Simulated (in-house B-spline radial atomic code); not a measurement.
Settings and results of a run for Xe²⁺. Computed with an all-electron radial atomic-structure program (B-spline basis): scalar-relativistic (X2C) CAM-B3LYP, spin-polarised, spherical fractional occupations, Fermi nucleus of rms radius 4.7859 fm.

In the input, 3d5,1 would mean five up and one down electron.

Command:
```bash
python run_scf.py task.json out
```
Settings (nuclear radius in fm, mass in u):
```
Z                54
configuration    1s2 2s2 2p6 3s2 3p6 3d10 4s2 4p6 4d10 5s2 5p1,3
hamiltonian      x2c
method           camb3lyp
spin_polarised   True
nucleus          fermi
rms_radius       4.7859
atomic_mass      131.90416
speed_of_light   137.035999084
```

Output (hartree, bohr):
```
 radial grid: 79 intervals, B-splines of order 8, outer radius 53.7037 bohr

 iter        energy (Eh)    residual
    1       -7440.102757    4.70e-01
    2       -7443.080713    3.06e-01
    3       -7445.586601    4.83e-02
    4       -7445.663017    1.32e-02
    5       -7445.665639    5.05e-03
    6       -7445.666369    9.61e-04
    7       -7445.666382    1.45e-04
    8       -7445.666383    2.17e-05
    9       -7445.666383    8.49e-07
   10       -7445.666383    9.12e-08

 total energy                     -7445.66638
 kinetic                            7911.8334
 electron-nucleus                 -18067.6687
 Hartree                            2898.7625
 exact exchange                      -39.4789
 exchange-correlation               -149.1147

 orbital      occ     eigenvalue          <r>       <r^2>       <1/r>       r_max
 1s up      1.000     -1264.5613    0.0260346 0.000929185     61.1652     0.01641
 1s down    1.000     -1264.5654    0.0260347 0.000929189     61.1651     0.01641
 2s up      1.000      -198.2767     0.114037   0.0154017     13.9463     0.09684
 2s down    1.000      -198.2787     0.114038   0.0154019     13.9464     0.09684
 2p up      3.000      -178.1211    0.0999879   0.0122199     12.8013     0.07746
 2p down    3.000      -178.1247    0.0999871   0.0122197     12.8015     0.07746
 3s up      1.000       -41.5624     0.305903     0.10708     4.93281       0.279
 3s down    1.000       -41.5662     0.305908    0.107086     4.93288       0.279
 3p up      3.000       -35.0043     0.303877    0.107177     4.58406      0.2728
 3p down    3.000       -35.0091     0.303874    0.107177     4.58421      0.2728
 3d up      5.000       -25.2046     0.280736   0.0931723     4.31402      0.2259
 3d down    5.000       -25.2081     0.280747   0.0931812     4.31391      0.2259
 4s up      1.000        -8.3394     0.716724    0.580088     1.98049      0.6613
 4s down    1.000        -8.3488     0.716707     0.58018     1.98103      0.6611
 4p up      3.000        -6.2380     0.764503    0.665428     1.79633      0.6933
 4p down    3.000        -6.2483      0.76454      0.6657     1.79686       0.693
 4d up      5.000        -3.1351     0.873136      0.8883     1.51668      0.7481
 4d down    5.000        -3.1465     0.876332    0.896136     1.51271      0.7482
 5s up      1.000        -1.5289      1.79073     3.60938     0.73629       1.594
 5s down    1.000        -1.6218      1.79654     3.62565     0.73105       1.605
 5p up      1.000        -0.9192      2.13274     5.16345    0.607263       1.841
 5p down    3.000        -1.1099      2.08148     4.89096    0.620758       1.828
```

Time taken, with all properties: 1.5 s on 1 thread of Arm Neoverse V1, on a shared host.

Caution: exact exchange at fractional occupations of open shells leaves self-interaction of up to several eV.

One-electron X2C: radii and densities carry no picture-change correction, so inner-shell <1/r> comes out high (for 1s by about 2 % at Z = 33, 5 % at 54, 10 % at 75, 30 % at 118) and <r> low.
